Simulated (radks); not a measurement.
Task: Radial electron density D(r) = 4 pi r^2 rho(r) of an atom or ion with 48 electrons. Method: Dirac Kohn-Sham, BLYP, spin-unpolarised, spherical densities, finite nucleus; Fermi nuclear charge, rms radius of each element as measured or else 0.836 A^(1/3) + 0.57 fm; computed with a radial shooting solver on a logarithmic mesh with Libxc functionals.

```
   r/bohr * D(r) (the largest magnitude, 79.9, reaches the edge; | marks zero)
 0.001589 | *
 0.001835 |  *
 0.002137 |   *
 0.002467 |    *
 0.002872 |     *
 0.003317 |       *
 0.003831 |        *
  0.00446 |           *
 0.005151 |             *
 0.005949 |                *
 0.006925 |                    *
 0.007998 |                        *
 0.009237 |                            *
  0.01075 |                                *
  0.01242 |                                    *
  0.01446 |                                       *
   0.0167 |                                         *
  0.01928 |                                           *
  0.02245 |                                           *
  0.02592 |                                          *
  0.02994 |                                        *
  0.03485 |                                      *
  0.04025 |                                     *
  0.04649 |                                     *
  0.05412 |                                        *
   0.0625 |                                             *
  0.07276 |                                                  *
  0.08403 |                                                      *
  0.09705 |                                                      *
    0.113 |                                                   *
   0.1305 |                                             *
   0.1507 |                                       *
   0.1754 |                                     *
   0.2026 |                                      *
   0.2358 |                                          *
   0.2724 |                                            *
   0.3146 |                                         *
   0.3662 |                                 *
   0.4229 |                       *
   0.4884 |                *
   0.5686 |            *
   0.6567 |             *
   0.7584 |              *
   0.8829 |              *
     1.02 |            *
    1.187 |        *
    1.371 |     *
    1.583 |   *
    1.843 |  *
    2.129 | *
    2.458 |*
    2.862 |*
    3.305 *
    3.817 *
    4.443 *
    5.132 *
    5.974 *
    6.899 *
    7.968 *
```

What is the nuclear charge?

Result: Z = 49. The innermost maximum, from 1s, lies near gamma/Z bohr with gamma = sqrt(1 - (Z/c)^2) = 0.934, here 0.0191 bohr (found: 0.0209), and its height grows with Z. The density is that of the indium ion In+ in [Kr] 4d10 5s2; the configuration itself is not fixed sharply by these data, and Z only to a few units. D(r) has 4 maxima, at r = 0.0209, 0.0918, 0.272, 0.809 bohr, and minima at 0.0412, 0.178, 0.592 bohr, inside which lie 2.04, 11.22, 28.96 electrons.
